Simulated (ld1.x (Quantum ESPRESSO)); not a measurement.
## Pseudopotential generation for Ir (Z = 77): TM, PBEsol, fully relativistic.

Ir, norm-conserving Troullier–Martins (Kleinman–Bylander form), made with ld1.x (Quantum ESPRESSO) 7.5 (PBEsol, fully relativistic). Core [Kr] 4d10, reference 4f14 5s2 5p6 5d7 6s2 6p0. Waves: 5s (bound): rc 1.35 bohr; 5d (bound): rc 1.65 bohr; 4f (bound): rc 0.50 bohr; 5p (bound): rc 1.90 bohr. Local part: the p channel. Core correction: none.

Open shells are filled in proportion to 2j + 1 (rel_dist='average').

Occupied shells without a wave of their own: 6s. They enter only through the test configuration that unscreens the potential.

All-electron outer shells of the reference configuration (PBEsol, scalar-relativistic, ld1.x):

```
shell  level (eV)  outermost node (bohr)  outermost maximum (bohr)
   4p     -496.45                   0.23                      0.42
   4d     -290.83                   0.21                      0.42
   5s      -98.04                   0.50                      0.89
   4f      -62.24                      –                      0.39
   5p      -54.72                   0.54                      1.01
   5d       -7.18                   0.59                      1.31
   6s       -6.37                   1.17                      2.38
   6p       -1.18                   1.39                      3.43
```

**Question.** Does the generator finish with these settings?

**Answer.** Yes, a potential is produced.

**Question.** Tests: 4f14 5s2 5p6 5d7 6s1 6p0; 4f14 5s2 5p6 5d7 6s0 6p0; 4f14 5s2 5p6 5d6 6s0 6p0; 4f14 5s2 5p6 5d7 6s1 6p1; 4f14 5s2 5p6 5d8 6s1 6p0; 4f14 5s2 5p6 5d8 6s0 6p0; 4f13 5s2 5p6 5d7 6s2 6p0. Which has the largest error in its energy relative to the reference configuration, and how large is it?

**Answer.** 4f13 5s2 5p6 5d7 6s2 6p0, with -1026 meV (all-electron minus pseudo) on +72.99 eV.

A Bessel basis up to 400 Ry misses an occupied level by 3.42 Ry, so cutoffs and ghosts were not judged. The potential misses its own reference levels by up to 9.4 eV, so it is not fit for use.
